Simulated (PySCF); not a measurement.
## From computed data to an observable: oscillator strength and radiative lifetime

C2H7InO, SMILES C([O][InH2])C.

The structure is a stationary point at B3LYP-D3(BJ)/def2-SVP. The structure was generated by enumeration; whether it is a known compound was not checked. The def2 effective core potentials stand for the cores of In; spin–orbit coupling is left out. Other conformers were not sampled.

TDA-PBE/def2-SVPD (PySCF) puts the first singlet state with f over 0.02 at 4.18 eV (vertical), with the transition dipole (0.162, -0.771, 0.000) in atomic units.

Q: Find the oscillator strength, the wavelength and the radiative lifetime that this transition would have in vacuum if emission retraced absorption.

A: 
|μ|² = 0.6207 au, so |μ| = 2.00 D. ΔE = 4.18/27.211 = 0.1536 hartree. f = (2/3) ΔE |μ|² = 0.064 (the program prints 0.064).
λ = 1239.84/4.18 = 297 nm; ν = 33714 cm⁻¹.
Einstein's coefficient A = 0.6670 ν² f s⁻¹ (ν in cm⁻¹) = 4.8e7 s⁻¹, so τ = 1/A = 21 ns. This state is S2; the lower singlet has f = 0.000. The figure is the radiative limit of this one transition; relaxation, internal conversion, crossing to triplets and a medium change what is measured.
